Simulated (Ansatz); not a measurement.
Computed with Ansatz on PBE0-D4/def2-TZVP structures; ΔE is electronic, products minus reactants. CBS: MP2 limit from def2 TZ/QZ plus the TZ coupled-cluster correction, frozen cores. DFT in def2-TZVPP. For Br, Ga outer-core shells are correlated without core-valence functions, which leaves a few kJ/mol of doubt a bond. Scalar relativity is left out up to krypton. Each species was taken in one conformer, which may not be the lowest.

Reaction (cleavage of the Si–B bond): `[SiH3][BH][GaH2]` + `N[SiH](F)Br` → `F[SiH](Br)N[SiH3]` + `[BH2][GaH2]`

Problem. Is it downhill or uphill in electronic energy at CCSD(T)/CBS, and by how much? (An estimate is asked.)

Solution. Ansatz gave: Downhill: ΔE = -0.61 eV.

Problem. What do these levels give: r2SCAN-D4, PBE0-D4, PBE, CCSD(T)/def2-TZVPP, SCS-MP2/def2-QZVPP, MP2/CBS(def2)? (Estimate.)

Solution. Ansatz gave: r2SCAN-D4 -0.52, PBE0-D4 -0.48, PBE -0.39, CCSD(T)/def2-TZVPP -0.61, SCS-MP2/def2-QZVPP -0.72, MP2/CBS(def2) -0.69 eV.

Largest T1 diagnostic among the species: 0.015.

From PBE to PBE0 (25 % exact exchange), in def2-TZVPP and without D4, ΔE moves by −0.08 eV. In def2-TZVPP, CCSD(T) changes the Hartree–Fock value by +0.15 eV (the triples alone add +0.02 eV) and MP2 by +0.07 eV.
